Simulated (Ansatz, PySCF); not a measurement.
This Ansatz (an electronic-structure program) input computes a B3LYP/def2-TZVPD energy:

Ansatz 0.2 input:
```yaml
crystal:
  periodic: [false, false, false]
  atoms:
    - {symbol: C, position_ang: [0.00000000, 0.00000000, 0.00000000]}
    - {symbol: Te, position_ang: [-0.00000000, -0.00000000, -1.90330842]}
    - {symbol: Te, position_ang: [0.00000000, 0.00000000, 1.90330842]}
basis:
  gaussian:
    orbitals: def2-TZVPD
hamiltonian:
  xc: {name: B3LYP}
output: {forces: true}
```

Question: Write an input for the same energy in PySCF and say what it gives.

Answer: 
```python
from pyscf import gto, scf, dft

mol = gto.M(
    atom='''
    C     0.00000000    0.00000000    0.00000000
    Te   -0.00000000   -0.00000000   -1.90330842
    Te    0.00000000    0.00000000    1.90330842
    ''',
    basis='def2-tzvpd',
    ecp='def2-tzvp',
    charge=0,
    spin=0,
    verbose=4,
)

mf = dft.RKS(mol, xc='b3lyp').density_fit(auxbasis='def2-universal-jkfit')
mf.grids.level = 3
mf.conv_tol = 1e-9
mf.max_cycle = 100
mf.max_memory = 1500
mf.kernel()
if not mf.converged:
    mf = mf.newton()
    mf.kernel(mf.make_rdm1())
mf.analyze()
```
It gives -574.30669 Eh, and Ansatz -574.30664 Eh, a difference of 0.05 mEh, from the treatment of integrals and grids.
